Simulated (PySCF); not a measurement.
Spin states and ions at one geometry of [ReOCl3]2+

PySCF 2.14.0, RKS PBE0, Re def2-SVP with ECP60, O def2-SVP, Cl def2-SVP; non-relativistic Hamiltonian with scalar-relativistic core potentials where named; density fitting; no spin-orbit coupling; singlets restricted, open shells unrestricted. The geometry is relaxed for charge +2, singlet, vacuum:

```xyz
5

Re    0.0518    0.0000   -0.0811
O     1.2436    0.0000   -1.2075
Cl    0.2959    1.7729    1.0973
Cl   -1.8149    0.0000   -1.1343
Cl    0.2959   -1.7729    1.0973
```

Energies count from the relaxed state; an electron taken off or put on is at rest in vacuum. Charges and spins are Mulliken's.

Question: Order these states by energy, lowest first.
A. charge +2, triplet, vacuum
B. charge +3, doublet, vacuum
C. charge +2, singlet, vacuum
D. charge +1, doublet, vacuum

Answer: D (-14.83 eV), C (0.00 eV), A (2.83 eV), B (23.77 eV).

Question: How do charge and spin on the first atom follow?

Answer: 
```
                     state  spin squared  charge on Re1 (e)  spin on Re1 (e)  dipole about the centre of mass (D)
charge +2, singlet, vacuum          0.00               1.10             0.00                                 2.03
charge +2, triplet, vacuum          2.02               1.01             0.48                                 2.61
charge +3, doublet, vacuum          0.83               1.14            -0.31                                 3.20
charge +1, doublet, vacuum          0.75               0.98             0.66                                 1.41
```

With an electron taken off (doublet) the charges change, summed by element, by Re +0.04 e, O +0.11 e, Cl +0.85 e. The vertical ionisation energy is 23.77 eV, against −ε(HOMO) = 21.74 eV of the relaxed state. The level lies 2.0 eV too high, as is usual for semilocal functionals and global hybrids, which keep a self-interaction error.

With an electron put on (doublet) the charges change, summed by element, by Re -0.13 e, O -0.14 e, Cl -0.73 e. The vertical electron affinity is 14.83 eV, against −ε(LUMO) = 16.85 eV of the relaxed state.

Open shells may have lower solutions than those found.
